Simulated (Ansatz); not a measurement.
```yaml
crystal:
  periodic: [false, false, false]
  atoms:
    - {symbol: S, position_ang: [-0.280950, 1.145640, -1.353989]}
    - {symbol: Ga, position_ang: [0.214561, 0.711616, 0.012324]}
    - {symbol: B, position_ang: [0.186787, -0.609555, 0.262086]}
    - {symbol: Se, position_ang: [-0.805456, -1.293715, 0.510810]}
    - {symbol: H, position_ang: [-0.122072, 1.765889, -1.241789]}
    - {symbol: H, position_ang: [0.549985, 1.531705, 0.628787]}
    - {symbol: H, position_ang: [0.903852, -1.017816, 0.299638]}
    - {symbol: H, position_ang: [-0.603855, -2.256852, 0.751276]}
basis:
  gaussian: {orbitals: STO-3G}
total_charge: 1
magnetization: {spin_polarized: true, initial_magnetization: 1}
hamiltonian: {xc: {name: rPW86-PBE}, pseudopotentials: {relativity: scalar}}
scf: {lower_state_search: full}
```

```sh
$ ansatz run in.yaml --threads 4 --pin off --events-out ev --progress --plain --max-ram 10444MiB
```

Output, abridged:

```
Functional definition: rPW86-PBE
588 factors; integrals over basis functions are off by at most 2.1e-4 eV
mean field evaluation 1: about -128186.2103 eV, gradient 4.3e2 eV
mean field evaluation 2: about -128186.1439 eV, gradient 4.3e2 eV
mean field evaluation 4: about -127472.1832 eV, gradient 4.4e2 eV
mean field evaluation 8: about -128529.6063 eV, gradient 1.2e2 eV
mean field evaluation 16: about -128830.9502 eV, gradient 1.9e-1 eV
mean field evaluation 96: about -128830.0300 eV, gradient 2.2e0 eV
mean field -128830.87292927 eV, -4734.4472554487 hartree, gradient 1.2e-5 eV, S^2 0.750436; 5 other end points of the search recorded, 0 dependent functions left out
reference -128830.87299388 eV, -4734.4472578229 hartree; 45, 44 occupied and 9, 10 virtual orbitals, 588 factors
Total energy: -128830.87299388 eV, -4734.4472578229 hartree
Relativity: scalar
```

(1) Something in this input is off. What?

Results:

(1) The geometry is squeezed to about two thirds of its size. The calculation finished and met its thresholds. The result belongs to that input, not to the molecule as meant.
